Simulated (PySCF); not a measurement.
Compound: C₅H₇F₃Si.
Structure used (GFN2-xTB), in Å, numbered top down from 1:
```
atom  x, y, z in Å
F1     3.0041    1.0966    0.7162
C2     2.6948   -0.0834    0.1736
F3     3.7981   -0.7793   -0.0900
C4     1.4442   -0.4606   -0.0687
F5     1.2528   -1.6811   -0.6217
C6     0.2296    0.3367    0.1537
C7    -0.9138   -0.3951    0.8952
C8    -2.1106   -0.0018    0.0062
Si9   -0.9418    0.6164   -1.3713
H10    0.5119    1.2616    0.6537
H11   -1.0143   -0.0865    1.9346
H12   -0.7518   -1.4714    0.8721
H13   -2.7809   -0.8278   -0.2168
H14   -2.7086    0.7854    0.4616
H15   -1.0299    2.0073   -1.8070
H16   -0.6914   -0.3082   -2.4713
```

The closed-shell SCF was solved with PySCF and density fitting under several settings on one GFN2-xTB geometry (grid level 2 and gas phase unless stated).

| settings | basis functions | SCF cycles | E (Eh) | HOMO (eV) | LUMO (eV) | dipole (D) |
| --- | --- | --- | --- | --- | --- | --- |
| PBE0/pcSseg-1 | 195 | 14 | -783.0091 | -6.78 | -0.11 | 2.52 |
| KT3/cc-pVDZ | 165 | 16 | -792.7207 | -5.29 | -0.66 | 2.08 |
| LDA/IGLO-II, fitting basis def2-qzvpp-jkfit | 253 | 12 | -779.0226 | -5.69 | -1.12 | 2.45 |
| HF/def2-SVPD, IEF-PCM chloroform | 249 | 11 | -780.1462 | -9.62 | 2.38 | 3.47 |
| PBE0/6-31++G**, grid level 3, energy threshold 1e-08 Eh | 208 | 9 | -783.0723 | -6.78 | -0.43 | 2.73 |

Q: Estimate the row for these settings: HSE06/def2-SVP, grid level 4, fitting basis def2-qzvpp-jkfit.

A: 
```tsv
settings	basis functions	SCF cycles	E (Eh)	HOMO (eV)	LUMO (eV)	dipole (D)
HSE06/def2-SVP, grid level 4, fitting basis def2-qzvpp-jkfit	165	10	-782.6611	-6.26	-0.20	2.40
```

Q: Over all rows, what range does the HOMO–LUMO gap span?

A: From 4.57 eV (LDA/IGLO-II, fitting basis def2-qzvpp-jkfit) to 12.00 eV (HF/def2-SVPD, IEF-PCM chloroform). The functional of the narrowest has no exact exchange, that of the widest 100 % exact exchange.

Q: And the dipole moment?

A: From 2.08 D (KT3/cc-pVDZ) to 3.47 D (HF/def2-SVPD, IEF-PCM chloroform); the largest is 1.67 times the smallest, and the median is 2.49 D.

Q: Compare two rows with the functional PBE0: PBE0/pcSseg-1 and PBE0/6-31++G**, grid level 3, energy threshold 1e-08 Eh. Which energy is lower, and by how much?

A: PBE0/6-31++G**, grid level 3, energy threshold 1e-08 Eh (208 functions) lies 0.0632 Eh or 40 kcal/mol below PBE0/pcSseg-1 (195 functions).

Cycle counts include a coarse-grid stage where the run had one. All basis functions are spherical, in the Pople sets too. KT3 was designed for NMR shieldings or shifts; total energies of different functionals aren't comparable. Geometry: GFN2-xTB, one conformer.
